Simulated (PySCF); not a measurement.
# CeP: from constants to spectrum

PBE constants of CeP, doublet, about 1.3 electrons in the 4f shell (Mulliken), real f orbitals that mix terms (Ce x2c-TZVPall, P x2c-TZVPall; spin-free X2C with a Gaussian nucleus (PySCF 2.14); masses 139.9054 and 30.9738 u):

```
ωe                         : 435.9 cm⁻¹
ωexe                       : 1.22 cm⁻¹
Be                         : 0.12082 cm⁻¹
αe                         : 0.000391 cm⁻¹
D (centrifugal)            : 3.71e-08 cm⁻¹
De to Ce (4f1 5d1 6s2) + P : 4.59 eV
```

Q: Give the vibrational terms G(v) and spacings up to v = 6.

A: G(v) = ωe(v+½) − ωexe(v+½)².

```csv
v,G(v) (cm⁻¹),G(v) − G(v−1),Bv (cm⁻¹)
0,217.6,,0.1206
1,651.1,433.5,0.1202
2,1082.1,431.0,0.1198
3,1510.7,428.6,0.1195
4,1936.8,426.1,0.1191
5,2360.5,423.7,0.1187
6,2781.8,421.3,0.1183
```

Q: How well does the Morse estimate ωe²/(4ωexe) reproduce De, and what is D0?

A: It gives 4.83 eV, 105 % of the computed De. D0 = De − G(0) = 4.59 − 0.03 = 4.56 eV.

Spin–orbit coupling is left out, which matters for elements this heavy, above all for dissociation energies. Counting both spins, an empty level lies below a filled one in this solution, because spin and occupation are held. With d or f electrons several states lie close, and the lowest PBE0 determinant need not be the measured ground state.
